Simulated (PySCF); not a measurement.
A TDDFT job was run through a driver script with this input:

```
{"job": {"kind": "uv", "xc": "wB97X-D", "basis": "def2-SVPD", "nstates": 8, "ntriplets": 3}, "charge": 0, "multiplicity": 1}
C     -2.684575    -0.484838     1.305095
C     -2.059084    -0.570373     0.135858
C     -0.665291    -0.250669    -0.067369
C     -0.054682    -0.332363    -1.262590
Se     1.755258     0.099694    -1.476379
C      1.978620     0.526463     0.378546
C      3.136807     0.927893     0.893594
Se     0.391410     0.324463     1.424634
H     -2.163119    -0.162047     2.195805
H     -3.725926    -0.730427     1.413978
H     -2.589207    -0.894830    -0.750817
H     -0.572573    -0.646891    -2.156556
H      4.017800     1.034119     0.282813
H      3.233884     1.159335     1.941247
```

Its output, with some lines taken out ([cut]) and without the SCF cycles:

```
converged SCF energy = -5034.5770764819

Static polarisability (au): isotropic 129.789, principal 77.072 131.524 180.772

Singlet excitations
state   eV       nm        f      main configurations
[cut]
  2   4.0757    304.2   0.18489   H->L 0.95
  3   4.6752    265.2   0.00039   H-1->L+1 0.34, H->L+3 0.31, H->L+5 0.11
  4   4.8673    254.7   0.11209   H->L+2 0.97
  5   5.3062    233.7   0.01342   H->L+3 0.56, H->L+5 0.16, H-1->L+1 0.14
  6   5.3525    231.6   0.17060   H-1->L 0.94
[cut]
[cut]

Triplet excitations (Tamm-Dancoff, eV): 2.7837 3.2374 3.4858
```

Method used: PySCF, TDDFT wB97X-D/def2-SVPD, vertical, gas phase, core orbitals frozen in the response. The structure is a single GFN2-xTB conformer in the gas phase; no vibrational or solvent corrections. Relativistic effects, spin–orbit coupling among them, are left out although an element past zinc is present.

**Question.** Restore the lines that were cut, in order.

**Answer.** 
```
  1   3.4879    355.5   0.00037   H->L+1 0.95
  7   5.4979    225.5   0.00577   H-1->L+1 0.38, H->L+5 0.35, H->L+6 0.14
  8   5.7557    215.4   0.01448   H->L+6 0.47, H->L+7 0.28, H->L+5 0.11
```

**Question.** Does any listed singlet fall in the visible range?

**Answer.** No computed singlet lies in the visible range (380 to 750 nm); the lowest, at 355 nm, stands 0.23 eV above its violet end (3.26 eV); a Tamm–Dancoff triplet lies at 445 nm, without intensity as long as spin–orbit coupling is left out.

**Question.** What is the polarisability anisotropy, √(½[(α1 − α2)² + (α2 − α3)² + (α3 − α1)²])?

**Answer.** 89.84 au.

**Question.** Give the mean polarisability in Å³.

**Answer.** 129.79 au × 0.148185 = 19.23 Å³.

**Question.** Which species is it?

**Answer.** `C=CC1=C[Se]C(=C)[Se]1` (C6H6Se2), point group Cs.

H and L stand for HOMO and LUMO.

On Arm Neoverse V1, one thread, shared host with 32 logical CPUs at a one-minute load of 10, this took 83 s (grids of density and orbitals included) and 1.2 GiB of memory at its peak.

Shape of the structure used: `[CH2:1]=[CH:2][C:3]1=[CH:4][Se:5][C:6](=[CH2:7])[Se:8]1`: C1–C2–C3–C4 -179°.

The pairwise dispersion term of wB97X-D wasn't added to the energies; at a given geometry it leaves orbitals and properties as they are.
